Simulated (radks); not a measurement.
Values are calculated unless marked as measured or tabulated.
Problem. The mean radii <r> (bohr) of the occupied orbitals of an atom or ion are listed with their occupations. Code: a radial shooting solver on a logarithmic mesh with Libxc functionals. Model: Dirac Kohn-Sham, LDA (Slater exchange, Perdew-Wang correlation), spin-unpolarised, spherical densities, point nucleus.

orbital  occ.      <r>
1s1/2       2  0.03114
2s1/2       2   0.1347
2p1/2       2   0.1142
2p3/2       4   0.1192
3s1/2       2   0.3688
3p1/2       2   0.3602
3p3/2       4   0.3712
3d3/2       4   0.3436
3d5/2       6   0.3471
4s1/2       2   0.8943
4p1/2       2   0.9474
4p3/2       4   0.9744
4d3/2       4    1.152
4d5/2       2    1.162

Name the element and its charge. Open shells, if any, fill j = l - 1/2 first.

Solution. Z = 47, silver, charge +5: Ag5+ in [Kr] 4d6. The 1s radius gives Z: for a bare nucleus <r> = (2 gamma + 1)/(2Z) with gamma = sqrt(1 - (Z/c)^2), 0.03062 bohr for Z = 47, and screening makes it slightly larger (0.03114 here). The occupations add up to 42, and the charge is Z minus that.
